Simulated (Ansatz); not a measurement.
Consider the ligand exchange at a Ga–I bond: `F[CH2][GaH][I]` + CH₃NH₂ → `C[NH][GaH][CH2]F` + HI.

Computed with Ansatz on PBE0-D4/def2-TZVP structures; ΔE is electronic, products minus reactants. CBS: MP2 limit from def2 TZ/QZ plus the TZ coupled-cluster correction, frozen cores. DFT in def2-TZVPP. Elements past krypton have def2 core potentials. For Ga, I outer-core shells are correlated without core-valence functions, which leaves a few kJ/mol of doubt a bond. Scalar relativity is left out up to krypton. Each species was taken in one conformer, which may not be the lowest.

```csv
level,ΔE (kJ/mol)
r2SCAN-D4,93.1
PBE-QIDH,98.5
```

**Question.** What does CCSD(T)/CBS give? (An estimate is asked.)

**Answer.** Ansatz gave: +89.1 kJ/mol. The listed levels differ from it by 4.0, 9.4 kJ/mol.

**Question.** What do rigid-rotor, harmonic-oscillator terms from PBE0-D4/def2-TZVP frequencies (298.15 K, 1 bar) make of the CCSD(T)/CBS value? (An estimate is asked.)

**Answer.** The calculation gave: ΔZPE = -13.1 kJ/mol, ΔH = +77.3 kJ/mol, ΔS = -21 J/(mol·K), ΔG = +83.6 kJ/mol. Modes under 50 cm⁻¹ make the entropy rough.

Largest T1 diagnostic among the species: 0.014.

Leaving LDA and LC-ωPBE aside and taking each functional with its dispersion term where it has one, the values, not all of them listed here, spread over 16.2 kJ/mol, from BLYP-D4 to BHLYP-D4. LDA lies −15.5 kJ/mol from PBE without D4. From PBE to PBE0 (25 % exact exchange), in def2-TZVPP and without D4, ΔE moves by +6.9 kJ/mol.

CCSD(T)/CBS has its own doubt, a few kJ/mol and more with outer-core shells, so smaller differences from it don't rank the levels.
